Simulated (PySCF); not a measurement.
Simulation results for CH4AlClN, B2ClH5Si, B4H6, AlBClH3N and others

Computed with PySCF 2.14.0. Calculation on a computer-drawn molecule: the log of a Hartree-Fock and frozen-core CCSD(T) single point meant for a local Hartree-Fock minimum, with one planted fault or none, to be diagnosed. Offsets are logged minus clean, where the clean run is the same molecule without the fault. The reference is restricted for singlets and unrestricted otherwise, and also for a bond in bohr or an excited solution. Adding or removing an electron swaps singlet and doublet. The excited solution moves the top pair (singlet) or top alpha electron (doublet) to the lowest empty orbital. Highest occupied and lowest empty are orbital energies over both spins, largest force is the largest gradient component, triples share is (T) over the correlation energy, the T1 limit is 0.02 restricted and 0.045 unrestricted, electrons count all cores, a negative frequency is imaginary (commonest isotopes), and the dipole is about the centre of nuclear charge.

Common to all runs: logged SCF converged yes; possible faults no fault, one electron removed, one electron added, multiplicity raised by two, geometry at a saddle point, SCF held on an excited solution, minimal basis STO-3G, one bond length entered in bohr, all coordinates scaled.

```yaml
- entry: 1
  formula: CH4AlClN
  logged_structure:
    atoms_angstrom:
      - ["N", -0.2109, -0.6769, 1.3019]
      - [C, -0.7826, -0.4825, 0.0595]
      - [Al, 0.0162, -0.8527, -1.6261]
      - [Cl, -1.1659, -0.5787, -3.368]
      - [H, 0.7857, -0.7474, 1.35]
      - [H, -0.5966, -0.1733, 2.076]
      - [H, -1.8184, -0.1563, 0.1286]
      - [H, 1.5044, -1.326, -1.8017]
  given:
    meant_charge: 0
    meant_multiplicity: 2
    meant_basis: "cc-pV(D+d)Z"
    logged_electrons: 46
    logged_basis_functions: 94
    logged_spin_squared: 0.0
    "logged_highest_occupied [eV]": -16.376
    "logged_lowest_empty [eV]": -5.5738
    "logged_largest_force [hartree/bohr]": 0.13508
    logged_T1_diagnostic: 0.020157
    logged_D1_diagnostic: 0.08309
    logged_triples_share: 0.030652
    logged_CC_converged: "yes"
    "logged_dipole_magnitude [debye]": 9.6846
    logged_SCF_stable_within_its_kind: "yes"
    "logged_energy_HF [hartree]": -795.8727
    "logged_energy_CCSD(T) [hartree]": -796.42051
    drawn_bonds_atom: [1, 2, 3, 1, 1, 2, 3]
    drawn_bonds_other_atom: [2, 3, 4, 5, 6, 7, 8]
    drawn_bonds_order: [1, 1, 1, 1, 1, 1, 1]
  results:
    planted_fault: "one electron removed"
    "HF_energy_offset_from_clean_run [kcal/mol]": 153.3
    "CCSD(T)_energy_offset_from_clean_run [kcal/mol]": 153.9
  notes: ["T1 above single-reference limit"]
- entry: 2
  formula: B2ClH5Si
  logged_structure:
    atoms_angstrom:
      - [B, 1.1526, 0.7094, -0.68]
      - [B, 0.2939, 0.3081, 0.6967]
      - [Si, -0.6347, -1.4801, 1.0059]
      - [Cl, -0.2486, -2.1282, 2.9526]
      - [H, 0.6135, 1.196, -1.6391]
      - [H, 2.336, 0.5094, -0.7572]
      - [H, 0.1666, 1.1096, 1.5844]
      - [H, -0.1963, -2.5723, 0.1141]
      - [H, -2.0981, -1.3147, 0.8673]
  given:
    meant_charge: 0
    meant_multiplicity: 1
    meant_basis: "cc-pV(D+d)Z"
    logged_electrons: 46
    logged_basis_functions: 99
    logged_spin_squared: 2.0342
    "logged_highest_occupied [eV]": -7.6214
    "logged_lowest_empty [eV]": -1.7926
    "logged_largest_force [hartree/bohr]": 0.033285
    logged_T1_diagnostic: 0.024747
    logged_D1_diagnostic: 0.13902
    logged_triples_share: 0.027902
    logged_CC_converged: "yes"
    "logged_dipole_magnitude [debye]": 1.6789
    logged_SCF_stable_within_its_kind: "yes"
    "logged_energy_HF [hartree]": -800.59526
    "logged_energy_CCSD(T) [hartree]": -801.06218
    drawn_bonds_atom: [1, 2, 3, 1, 1, 2, 3, 3]
    drawn_bonds_other_atom: [2, 3, 4, 5, 6, 7, 8, 9]
    drawn_bonds_order: [1, 1, 1, 1, 1, 1, 1, 1]
  results:
    planted_fault: "multiplicity raised by two"
    "HF_energy_offset_from_clean_run [kcal/mol]": 77.19
    "CCSD(T)_energy_offset_from_clean_run [kcal/mol]": 77.73
- entry: 3
  formula: B4H6
  logged_structure:
    atoms_angstrom:
      - [B, -2.5611, 2.238, 1.0106]
      - [B, -1.2415, 1.3616, 1.5622]
      - [B, 0.1844, 1.9638, 2.204]
      - [B, 1.5866, 2.3635, 1.3745]
      - [H, -2.6515, 2.5722, -0.1424]
      - [H, -3.4654, 2.5482, 1.7411]
      - [H, -1.3284, 0.1555, 1.503]
      - [H, 0.203, 2.1147, 3.4051]
      - [H, 1.7706, 3.4784, 0.9593]
      - [H, 2.4588, 1.558, 1.1798]
  given:
    meant_charge: 0
    meant_multiplicity: 1
    meant_basis: cc-pVDZ
    logged_electrons: 26
    logged_basis_functions: 86
    logged_spin_squared: 0.0
    "logged_highest_occupied [eV]": -10.917
    "logged_lowest_empty [eV]": 1.7676
    "logged_largest_force [hartree/bohr]": 3.8339e-05
    "logged_lowest_frequency [cm^-1]": 113.15
    logged_T1_diagnostic: 0.015996
    logged_D1_diagnostic: 0.038808
    logged_triples_share: 0.02659
    logged_CC_converged: "yes"
    "logged_dipole_magnitude [debye]": 0.13908
    logged_SCF_stable_within_its_kind: "yes"
    "logged_energy_HF [hartree]": -102.13522
    "logged_energy_CCSD(T) [hartree]": -102.52882
    drawn_bonds_atom: [1, 2, 3, 1, 1, 2, 3, 4, 4]
    drawn_bonds_other_atom: [2, 3, 4, 5, 6, 7, 8, 9, 10]
    drawn_bonds_order: [1, 1, 1, 1, 1, 1, 1, 1, 1]
  results:
    planted_fault: "no fault"
    "HF_energy_offset_from_clean_run [kcal/mol]": 0.0
    "CCSD(T)_energy_offset_from_clean_run [kcal/mol]": 0.0
- entry: 4
  formula: AlBClH3N
  logged_structure:
    atoms_angstrom:
      - ["N", -1.4094, 1.7277, 0.3469]
      - [Al, -1.9809, 0.067, 0.5204]
      - [B, -2.2089, -1.146, -1.1773]
      - [Cl, -3.2621, -1.735, -2.4229]
      - [H, -1.1763, 2.3278, 1.1164]
      - [H, -1.2556, 2.2173, -0.5146]
      - [H, -2.1546, -0.5412, 1.966]
  given:
    meant_charge: 0
    meant_multiplicity: 2
    meant_basis: "cc-pV(D+d)Z"
    logged_electrons: 44
    logged_basis_functions: 89
    logged_spin_squared: 0.0
    "logged_highest_occupied [eV]": -15.299
    "logged_lowest_empty [eV]": -5.8351
    "logged_largest_force [hartree/bohr]": 0.068305
    logged_T1_diagnostic: 0.023735
    logged_D1_diagnostic: 0.077667
    logged_triples_share: 0.03259
    logged_CC_converged: "yes"
    "logged_dipole_magnitude [debye]": 1.5959
    logged_SCF_stable_within_its_kind: "yes"
    "logged_energy_HF [hartree]": -782.06714
    "logged_energy_CCSD(T) [hartree]": -782.55888
    drawn_bonds_atom: [1, 2, 3, 1, 1, 2]
    drawn_bonds_other_atom: [2, 3, 4, 5, 6, 7]
    drawn_bonds_order: [1, 1, 1, 1, 1, 1]
  results:
    planted_fault: "one electron removed"
    "HF_energy_offset_from_clean_run [kcal/mol]": 158.2
    "CCSD(T)_energy_offset_from_clean_run [kcal/mol]": 156.3
  notes: ["T1 above single-reference limit"]
- entry: 5
  formula: FH4OSi2
  logged_structure:
    atoms_angstrom:
      - [O, -0.8145, 0.8471, 0.6804]
      - [Si, -0.6887, -0.0188, -0.6658]
      - [F, 0.4201, -1.155, -0.6231]
      - [Si, 0.3649, 1.7208, -1.9485]
      - [H, -1.1999, 0.5776, 1.5069]
      - [H, -1.9126, -0.5232, -1.2704]
      - [H, 1.787, 2.0422, -1.778]
      - [H, -0.3264, 2.6146, -2.8862]
  given:
    meant_charge: 1
    meant_multiplicity: 1
    meant_basis: "cc-pV(D+d)Z"
    logged_electrons: 48
    logged_basis_functions: 94
    logged_spin_squared: 0.0
    "logged_highest_occupied [eV]": -12.085
    "logged_lowest_empty [eV]": -10.947
    "logged_largest_force [hartree/bohr]": 0.097866
    logged_CC_converged: "no"
    "logged_dipole_magnitude [debye]": 3.265
    logged_SCF_stable_within_its_kind: "no"
    "logged_energy_HF [hartree]": -753.92947
    drawn_bonds_atom: [1, 2, 2, 1, 2, 4, 4]
    drawn_bonds_other_atom: [2, 3, 4, 5, 6, 7, 8]
    drawn_bonds_order: [1, 1, 1, 1, 1, 1, 1]
  results:
    planted_fault: "SCF held on an excited solution"
    "HF_energy_offset_from_clean_run [kcal/mol]": 241.3
  notes: ["CCSD not converged"]
- entry: 6
  formula: B3H3N
  logged_structure:
    atoms_angstrom:
      - [B, 0.3835, -2.908, 2.8464]
      - ["N", 0.2284, -1.8043, 2.2146]
      - [B, 0.0723, -0.6876, 1.5778]
      - [B, -0.1358, 0.7953, 0.7322]
      - [H, 0.5245, -3.9146, 3.4222]
      - [H, -1.0989, 0.917, 0.0478]
      - [H, 0.6919, 1.6363, 0.8675]
  given:
    meant_charge: 1
    meant_multiplicity: 1
    meant_basis: cc-pVDZ
    logged_electrons: 24
    logged_basis_functions: 71
    logged_spin_squared: 0.0
    "logged_highest_occupied [eV]": -18.731
    "logged_lowest_empty [eV]": -5.0577
    "logged_largest_force [hartree/bohr]": 3.0372e-05
    "logged_lowest_frequency [cm^-1]": 117.35
    logged_T1_diagnostic: 0.01434
    logged_D1_diagnostic: 0.036782
    logged_triples_share: 0.035315
    logged_CC_converged: "yes"
    "logged_dipole_magnitude [debye]": 2.276
    logged_SCF_stable_within_its_kind: "yes"
    "logged_energy_HF [hartree]": -130.01552
    "logged_energy_CCSD(T) [hartree]": -130.41561
    drawn_bonds_atom: [1, 2, 3, 1, 4, 4]
    drawn_bonds_other_atom: [2, 3, 4, 5, 6, 7]
    drawn_bonds_order: [1, 2, 1, 1, 1, 1]
  results:
    planted_fault: "no fault"
    "HF_energy_offset_from_clean_run [kcal/mol]": 0.0
    "CCSD(T)_energy_offset_from_clean_run [kcal/mol]": 0.0
- entry: 7
  formula: AlBClH3O
  logged_structure:
    atoms_angstrom:
      - [O, -2.3059, -2.4196, -2.8647]
      - [B, -1.8971, -2.2168, -1.5904]
      - [Al, -0.1681, -0.9638, -1.2829]
      - [Cl, 1.6693, -1.9086, -0.7467]
      - [H, -3.0592, -2.9877, -2.9447]
      - [H, -2.513, -2.7504, -0.6952]
      - [H, -0.0856, 0.6068, -1.393]
  given:
    meant_charge: 0
    meant_multiplicity: 1
    meant_basis: "cc-pV(D+d)Z"
    logged_electrons: 47
    logged_basis_functions: 89
    logged_spin_squared: 0.7682
    "logged_highest_occupied [eV]": 0.43142
    "logged_lowest_empty [eV]": 7.0444
    "logged_largest_force [hartree/bohr]": 0.026925
    logged_T1_diagnostic: 0.02042
    logged_D1_diagnostic: 0.10949
    logged_triples_share: 0.024283
    logged_CC_converged: "yes"
    "logged_dipole_magnitude [debye]": 4.3697
    logged_SCF_stable_within_its_kind: "yes"
    "logged_energy_HF [hartree]": -802.79012
    "logged_energy_CCSD(T) [hartree]": -803.32258
    drawn_bonds_atom: [1, 2, 3, 1, 2, 3]
    drawn_bonds_other_atom: [2, 3, 4, 5, 6, 7]
    drawn_bonds_order: [1, 1, 1, 1, 1, 1]
  results:
    planted_fault: "one electron added"
    "HF_energy_offset_from_clean_run [kcal/mol]": 20.48
    "CCSD(T)_energy_offset_from_clean_run [kcal/mol]": 11.64
  notes: ["highest electron not bound in this basis"]
- entry: 8
  formula: CH5BCl
  logged_structure:
    atoms_angstrom:
      - [C, -0.6163, 0.3736, 2.9203]
      - [B, -1.3961, -0.3335, 1.6864]
      - [Cl, -1.6008, -2.34, 2.1499]
      - [H, 0.3849, -0.0426, 3.0801]
      - [H, -0.3816, 2.4028, 2.5279]
      - [H, -1.1619, 0.2885, 3.867]
      - [H, -0.7657, -0.3392, 0.6375]
      - [H, -2.5484, 0.0517, 1.5408]
  given:
    meant_charge: -1
    meant_multiplicity: 1
    meant_basis: "aug-cc-pV(D+d)Z"
    logged_electrons: 34
    logged_basis_functions: 123
    logged_spin_squared: 0.6487
    "logged_highest_occupied [eV]": -5.373
    "logged_lowest_empty [eV]": 3.8326
    "logged_largest_force [hartree/bohr]": 0.025849
    logged_T1_diagnostic: 0.059621
    logged_D1_diagnostic: 0.26396
    logged_triples_share: 0.038218
    logged_CC_converged: "yes"
    "logged_dipole_magnitude [debye]": 1.7738
    logged_SCF_stable_within_its_kind: "yes"
    "logged_energy_HF [hartree]": -524.91961
    "logged_energy_CCSD(T) [hartree]": -525.40891
    drawn_bonds_atom: [1, 2, 1, 1, 1, 2, 2]
    drawn_bonds_other_atom: [2, 3, 4, 5, 6, 7, 8]
    drawn_bonds_order: [1, 1, 1, 1, 1, 1, 1]
  results:
    planted_fault: "one bond length entered in bohr, row 4 of the drawn bonds"
    "HF_energy_offset_from_clean_run [kcal/mol]": 73.97
    "CCSD(T)_energy_offset_from_clean_run [kcal/mol]": 73.69
  notes: ["T1 above single-reference limit"]
- entry: 9
  formula: AlBH5N2
  logged_structure:
    atoms_angstrom:
      - ["N", 0.1255, -0.2863, -0.4112]
      - [B, 0.5249, -1.5884, -0.7961]
      - ["N", -0.3905, -2.4532, -1.4442]
      - [Al, 2.5594, -2.2926, -0.3987]
      - [H, 0.7341, 0.356, 0.0467]
      - [H, -0.7914, 0.0821, -0.5698]
      - [H, -1.3357, -2.2014, -1.658]
      - [H, -0.1549, -3.3772, -1.7336]
      - [H, 2.9855, -3.7752, -0.8461]
  given:
    meant_charge: 0
    meant_multiplicity: 2
    meant_basis: "cc-pV(D+d)Z"
    logged_electrons: 37
    logged_basis_functions: 90
    logged_spin_squared: 0.7556
    "logged_highest_occupied [eV]": -7.1462
    "logged_lowest_empty [eV]": 0.98076
    "logged_largest_force [hartree/bohr]": 8.4436e-06
    "logged_lowest_frequency [cm^-1]": 119.47
    logged_T1_diagnostic: 0.015285
    logged_D1_diagnostic: 0.051047
    logged_triples_share: 0.027777
    logged_CC_converged: "yes"
    "logged_dipole_magnitude [debye]": 2.3606
    logged_SCF_stable_within_its_kind: "yes"
    "logged_energy_HF [hartree]": -378.45494
    "logged_energy_CCSD(T) [hartree]": -378.98198
    drawn_bonds_atom: [1, 2, 2, 1, 1, 3, 3, 4]
    drawn_bonds_other_atom: [2, 3, 4, 5, 6, 7, 8, 9]
    drawn_bonds_order: [1, 1, 1, 1, 1, 1, 1, 1]
  results:
    planted_fault: "no fault"
    "HF_energy_offset_from_clean_run [kcal/mol]": 0.0
    "CCSD(T)_energy_offset_from_clean_run [kcal/mol]": 0.0
- entry: 10
  formula: C2H8OSi
  logged_structure:
    atoms_angstrom:
      - [C, -1.746, 2.2375, -1.3016]
      - [C, -0.8428, 1.1635, -0.7345]
      - [O, -0.6244, 0.1779, -1.7164]
      - [Si, 0.2895, -1.1807, -1.5632]
      - [H, -2.7027, 1.8082, -1.6037]
      - [H, -1.2854, 2.6973, -2.1775]
      - [H, -1.9307, 3.0136, -0.5551]
      - [H, -1.3021, 0.7116, 0.1509]
      - [H, 0.1132, 1.5981, -0.4241]
      - [H, 1.6982, -0.8375, -1.2541]
      - [H, 0.2159, -1.8991, -2.8481]
      - [H, -0.2235, -2.0416, -0.4708]
  given:
    meant_charge: 0
    meant_multiplicity: 1
    meant_basis: "cc-pV(D+d)Z"
    logged_electrons: 41
    logged_basis_functions: 105
    logged_spin_squared: 0.7632
    "logged_highest_occupied [eV]": -18.4
    "logged_lowest_empty [eV]": -7.0166
    "logged_largest_force [hartree/bohr]": 0.10719
    logged_T1_diagnostic: 0.034645
    logged_D1_diagnostic: 0.23198
    logged_triples_share: 0.026467
    logged_CC_converged: "yes"
    "logged_dipole_magnitude [debye]": 1.3005
    logged_SCF_stable_within_its_kind: "yes"
    "logged_energy_HF [hartree]": -443.87994
    "logged_energy_CCSD(T) [hartree]": -444.4972
    drawn_bonds_atom: [1, 2, 3, 1, 1, 1, 2, 2, 4, 4, 4]
    drawn_bonds_other_atom: [2, 3, 4, 5, 6, 7, 8, 9, 10, 11, 12]
    drawn_bonds_order: [1, 1, 1, 1, 1, 1, 1, 1, 1, 1, 1]
  results:
    planted_fault: "one electron removed"
    "HF_energy_offset_from_clean_run [kcal/mol]": 219.0
    "CCSD(T)_energy_offset_from_clean_run [kcal/mol]": 238.1
```
